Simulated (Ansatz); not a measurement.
`C/C=C(\F)[SeH]`, charge 0, multiplicity 1.

**Question.** Give a relaxed structure at PBE0-D4/def2-TZVP (Ansatz 0.2.0). (Estimate.)

**Answer.** The calculation gave: 
Z-matrix (Å, degrees):
```
C
C 1 1.489
H 1 1.094 2 110.7
H 1 1.089 2 111.7 3 120.8
H 1 1.094 2 110.6 3 -118.3
C 2 1.325 1 124.9 3 -119.6
H 2 1.083 1 118.7 3 60.4
Se 6 1.896 2 124.3 1 -172.4
F 6 1.342 2 121.2 1 2.4
H 8 1.472 6 94.7 2 -127.0
```
This is one stationary point; other conformers may exist.
